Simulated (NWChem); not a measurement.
System: CH₆BClOSi; SMILES ClB(OC)[SiH3]

```xyz
11

B     -0.1523     0.2224    -0.0018
Cl    -0.1480     2.0015     0.0001
O     -1.3718    -0.3573    -0.0011
C     -1.5943    -1.7600     0.0008
H     -0.6472    -2.3412     0.0083
H     -2.1878    -2.0286     0.8978
H     -2.1765    -2.0334    -0.9021
Si     1.6316    -0.7745    -0.0012
H      2.7914     0.1800    -0.0273
H      1.7447    -1.6927    -1.1949
H      1.7627    -1.6488     1.2233
```
Atoms are numbered in this order, from 1.

Level: PBE-D3(BJ)/def2-SVP (NWChem), optimised geometry, unscaled harmonic frequencies. 

| frequency (cm⁻¹) | IR intensity (km/mol) |
|---|---|
| 50 | 0.0 |
| 69 | 0.1 |
| 158 | 1.7 |
| 162 | 3.3 |
| 216 | 0.5 |
| 314 | 12.1 |
| 369 | 8.4 |
| 440 | 9.3 |
| 547 | 28.4 |
| 591 | 7.7 |
| 837 | 257.6 |
| 897 | 8.3 |
| 910 | 26.5 |
| 930 | 114.1 |
| 1003 | 8.9 |
| 1134 | 26.4 |
| 1139 | 0.0 |
| 1338 | 286.3 |
| 1408 | 2.9 |
| 1425 | 9.6 |
| 1446 | 74.5 |
| 2136 | 56.1 |
| 2140 | 88.2 |
| 2183 | 76.8 |
| 2956 | 35.0 |
| 3052 | 22.6 |
| 3069 | 10.4 |

The zero-point energy is 44.2 kcal/mol. The thermal correction to the enthalpy at 298.15 K (with zero-point energy) comes out as 49.8 kcal/mol and the heat capacity Cv is 25.6 cal/(mol K). The entropy at 298.15 K and 1 atm (symmetry number 1) comes out as 89.1 cal/(mol K) and the dipole moment is 2.41 D.

Rigid rotor and harmonic oscillator; modes under 100 cm⁻¹ make the entropy uncertain.
